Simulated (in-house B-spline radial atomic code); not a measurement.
Multiplet parameters of the 2p3 shell in Ru37+ ([He] 2s2 2p3). Level of theory: non-relativistic Hartree-Fock, average of configuration, point nucleus; calculated with a radial B-spline atomic code at the basis-set limit.

Slater integrals: F^2 = 783890 cm⁻¹. Central-field spin-orbit parameter ζ(2p) = 735200 cm⁻¹ (bare central field on non-relativistic orbitals, without two-electron terms: too large for light atoms, too small for heavy ones).

With F₂ = F^2/25 = 31356 cm⁻¹:

Problem. Where do the terms lie in LS coupling, without spin-orbit interaction?

Solution. In cm⁻¹ above the Hund's-rule term:
| term | expression | energy |
| --- | --- | --- |
| 4S | 0 F₂ | 0 |
| 2D | 9 F₂ | 282200 |
| 2P | 15 F₂ | 470334 |

Problem. How far can these numbers be trusted?

Solution. Unscaled Hartree-Fock integrals overestimate measured term splittings, because correlation screens the repulsion; fits to spectra scale them down, most for low charges. Here ζ is 23.45 times F₂, so spin-orbit coupling rivals the gaps between some terms: low levels can stay fairly pure, while close terms of equal J mix strongly.
